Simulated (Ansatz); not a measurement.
Consider the formal exchange of groups at the Al–N bond: `C#[C][AlH][NH2]` + `FC=C=S` → `C#[C][AlH][F]` + `NC=C=S`.

Program: Ansatz. Geometries: PBE0-D4/def2-TZVP. ΔE: electronic, gas phase. CBS: MP2 limit from def2 TZ/QZ plus the TZ coupled-cluster correction, frozen cores. Functionals use def2-TZVPP. Each species was taken in one conformer, which may not be the lowest.

`C#[C][AlH][NH2]`:

```xyz
8

C     1.813    1.255    1.192
C     1.063    0.715    0.411
Al   -0.098   -0.124   -0.850
N    -1.499   -0.982   -0.216
H     2.474    1.731    1.881
H     0.157   -0.072   -2.404
H    -1.728   -1.060    0.762
H    -2.182   -1.463   -0.777
```

`FC=C=S`:

Cartesian coordinates in Å:
```
F -1.139 -0.801 0.958
C 0.019 -0.336 0.468
C 0.061 0.434 -0.593
S 0.152 1.345 -1.842
H 0.906 -0.641 1.008
```

`C#[C][AlH][F]`:

```xyz
6

C     1.728   -0.524    0.400
C     0.600   -0.181    0.131
Al   -1.181    0.354   -0.231
F    -1.587    0.642   -1.799
H     2.725   -0.826    0.632
H    -2.285    0.536    0.866
```

`NC=C=S`:

Cartesian coordinates in Å:
```
N 0.520 0.780 0.722
C 0.110 -0.448 0.172
C -0.404 -0.629 -1.021
S -0.964 -0.846 -2.458
H 0.248 1.570 0.155
H 0.174 0.908 1.664
H 0.315 -1.335 0.766
```

```csv
level,ΔE (kJ/mol),difference from CCSD(T)/CBS
PBE-D4,-129.2,8.2
B97M-V,-131.0,6.4
r2SCANh-D4,-134.4,3.0
CAM-B3LYP-D4,-131.7,5.7
ωB97M-V,-130.1,7.3
PBE,-129.0,8.4
r2SCANh,-134.3,3.1
BHLYP,-136.3,1.1
CAM-B3LYP,-131.6,5.8
MP2/def2-SVP,-142.5,-5.1
HF/def2-TZVPP,-138.4,-1.0
MP2/def2-TZVPP,-141.6,-4.2
SCS-MP2/def2-TZVPP,-137.2,0.2
MP2/def2-QZVPP,-144.7,-7.3
SCS-MP2/def2-QZVPP,-140.4,-3.0
HF/CBS(def2),-140.1,-2.7
CCSD(T)/CBS,-137.4,0
```

(1) What do rigid-rotor, harmonic-oscillator terms from PBE0-D4/def2-TZVP frequencies (298.15 K, 1 bar) make of the CCSD(T)/CBS value? (Estimate.)

Largest T1 diagnostic among the species: 0.016.

## Answers

(1) Ansatz gave: ΔZPE = +4.0 kJ/mol, ΔH = -133.7 kJ/mol, ΔS = -1 J/(mol·K), ΔG = -133.5 kJ/mol.

At CCSD(T), def2-SVP lies +3.5 kJ/mol from the extrapolated value and def2-TZVPP +4.6 kJ/mol. Leaving LDA and LC-ωPBE aside and taking each functional with its dispersion term where it has one, the values, not all of them listed here, spread over 10.2 kJ/mol, from PBE-QIDH to BLYP-D4.
